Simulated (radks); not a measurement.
These are the eigenvalues of the occupied orbitals of an atom or ion with whole-number occupations (Ry). Calculated with a radial shooting solver on a logarithmic mesh with Libxc functionals: scalar-relativistic Kohn-Sham, BLYP, spin-polarised, spherical densities, finite nucleus; Fermi nuclear charge, rms radius of each element as measured or else 0.836 A^(1/3) + 0.57 fm.

orbital  eigenvalue
1s up     -2962.458
1s down   -2962.457
2s up     -476.5424
2s down   -476.5414
2p up     -427.1087
2p down   -427.1078
3s up     -104.7237
3s down   -104.7224
3p up     -89.00190
3p down   -89.00058
3d up     -66.64809
3d down   -66.64686
4s up     -23.23522
4s down   -23.23270
4p up     -18.08261
4p down   -18.07988
4d up     -10.65890
4d down   -10.65547
5s up      -5.14434
5s down    -5.13630
5p up      -3.77186
5p down    -3.76142
6s up      -1.71703

Which element is it, and in what charge state? The configuration may be excited. Open shells, if any, are filled with parallel spins first.

Answer. Z = 58, cerium, charge +3: Ce3+ in [Xe] 6s1. The list shows which subshells hold electrons but not how many an open one holds; the 1s level, -1481.2 hartree, gives Z - s = 54.4 by -(Z - s)^2/2, which with screening and relativity narrows Z to a few neighbours, and the depths of the outer levels then fix element, charge and occupations together.
